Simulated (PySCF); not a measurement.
Species: C8H11FO.
SMILES with atom numbers: `[CH2:1]=[CH:2][C@@:3]1([C:4](=[O:5])[F:6])[CH2:7][CH2:8][C@H:9]1[CH3:10]`

Structure used (GFN2-xTB), in Å, numbered top down from 1:
```xyz
21
C8H11FO angstrom
C      2.2397   -0.7971    0.9898
C      1.1374   -0.0780    1.0918
C      0.3448    0.4167   -0.0876
C      0.8651    1.7993   -0.3253
O      0.4109    2.8443   -0.0165
F      2.0729    1.7667   -0.9669
C      0.2984   -0.4509   -1.3625
C     -1.2250   -0.2723   -1.4095
C     -1.2038    0.3751   -0.0109
C     -1.7834   -0.4989    1.0868
H      2.6456   -1.0905    0.0363
H      2.7839   -1.1181    1.8609
H      0.7592    0.2333    2.0552
H      0.6030   -1.4771   -1.1695
H      0.8564   -0.0675   -2.2140
H     -1.7966   -1.1952   -1.4761
H     -1.5566    0.4064   -2.1920
H     -1.6524    1.3694    0.0357
H     -1.6766   -0.0257    2.0597
H     -1.2876   -1.4666    1.1112
H     -2.8442   -0.6561    0.9028
```

NICS = −σ at a ghost point: NICS(0) at the centroid of the ring atoms, NICS(1) 1 Å to either side along the normal of their mean plane, zz for the tensor component along that normal. Level: GIAO PBE0/pcSseg-1 (PySCF, non-relativistic, gas phase) on the GFN2-xTB geometry, one conformer.

Ring bond lengths (Å), with Mayer bond orders in brackets: C3–C7 1.543 (0.99), C7–C8 1.535 (1.06), C8–C9 1.541 (1.01), C9–C3 1.551 (0.91).

Give the NICS values of each ring in ppm.

```json
{"ring": "C3–C7–C8–C9", "type": "4-membered carbocycle; formal bonds all single", "NICS(0)": "-1.7", "NICS(1), two faces": "-0.8 / -0.4", "NICS(1)zz, two faces": "4.4 / 4.7", "rms pucker (Å)": "0.06", "centre to ring atoms, mean (Å)": "1.09"}
```

What do they say, and how far can they be read as aromaticity?

- C3–C7–C8–C9: mean NICS(1)zz 4.5 ppm, deshielded. C3, C7, C8, C9 have four or more neighbours, so the value isn't read as a sign of a π ring current.

What is the mean of the two in-plane components of NICS at the second NICS(1) probe listed for ring C3–C7–C8–C9, 1 Å off the ring?

The isotropic value is a third of the trace: (3 × -0.4 − (4.7))/2 = -3.0 ppm.
